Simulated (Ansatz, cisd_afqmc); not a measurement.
System: Mn, charge 0, sextet.

Wanted: first ionisation energy (Mn+ (septet) against Mn (sextet)), in eV. Open shells are spin-unrestricted; no spin-orbit coupling. The -DK rows use spin-free X2C, correlate 3s3p of the metal (1s2s2p frozen) and give its partners the cc-pVXZ-DK valence sets. AFQMC/CISD: phaseless, guided by CISD from CCSD amplitudes; bars are statistical, one sigma. Outlying blocks are dropped, and bars are widened where a walk drifts. Over all cases where full CI ran beside it in this data, AFQMC minus full CI had a median of +0.1 mEh and passed +0.4 mEh in a tenth of the cases. CBS(X,Y): correlation extrapolated as X^-3, Hartree-Fock from the larger set. A bracket is a step between two methods taken in the basis named. Open-shell metal atoms are single determinants, not pure terms.

```json
[
 {"level": "CCSD/aug-cc-pwCVTZ-DK", "program": "Ansatz", "first ionisation energy (eV)": "7.26", "difference against the last row": "-0.18"},
 {"level": "CCSD/aug-cc-pwCVQZ-DK", "program": "Ansatz", "first ionisation energy (eV)": "7.27", "difference against the last row": "-0.17"},
 {"level": "CCSD/cc-pwCVQZ-DK", "program": "Ansatz", "first ionisation energy (eV)": "7.25", "difference against the last row": "-0.19"},
 {"level": "CCSD(T)/aug-cc-pwCVTZ-DK", "program": "Ansatz", "first ionisation energy (eV)": "7.40", "difference against the last row": "-0.04"},
 {"level": "CCSDT(Q)/cc-pwCVTZ-DK", "program": "Ansatz", "first ionisation energy (eV)": "7.34", "difference against the last row": "-0.10"},
 {"level": "AFQMC/CISD/cc-pwCVTZ-DK", "program": "cisd_afqmc", "first ionisation energy (eV)": "7.31 ± 0.02", "difference against the last row": "-0.13"},
 {"level": "CCSD(T)/CBS(cc-pwCVTZ-DK,cc-pwCVQZ-DK) + [AFQMC/CISD - CCSD(T)]/cc-pwCVTZ-DK", "program": "Ansatz + cisd_afqmc", "first ionisation energy (eV)": "7.41 ± 0.02", "difference against the last row": "-0.03"},
 {"level": "CCSD(T)/CBS(cc-pwCVTZ-DK,cc-pwCVQZ-DK) + [CCSDT(Q) - CCSD(T)]/cc-pwCVTZ-DK", "program": "Ansatz", "first ionisation energy (eV)": "7.44", "difference against the last row": "0.00"}
]
```

Ansatz is an electronic-structure program.
